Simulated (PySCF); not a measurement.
# Radial density of C (carbon, neutral)

UHF, [He] 2s2 2p1 3s1, high-spin 3P determinant (an excited configuration). Calculation: PySCF 2.14, in dyall-acv3z; the non-relativistic Hamiltonian (point nucleus).

```csv
r (bohr),4πr²ρ (e/bohr),4πr²(ρα − ρβ)
0.00362,0.02022,0.0001
0.00608,0.05557,0.0001
0.0102,0.1496,0.0004
0.0172,0.3894,0.0010
0.0289,0.9574,0.0025
0.0487,2.142,0.0057
0.0819,4.091,0.0115
0.138,6.013,0.0213
0.232,5.740,0.0484
0.390,2.830,0.1601
0.655,1.404,0.4613
1.10,2.107,0.6956
1.85,1.205,0.3630
3.12,0.2528,0.1583
5.25,0.2563,0.2554
8.82,0.02133,0.0213
```

The outer electron is Rydberg-like, and this basis confines it to a smaller radius and binds it less than a complete one would.
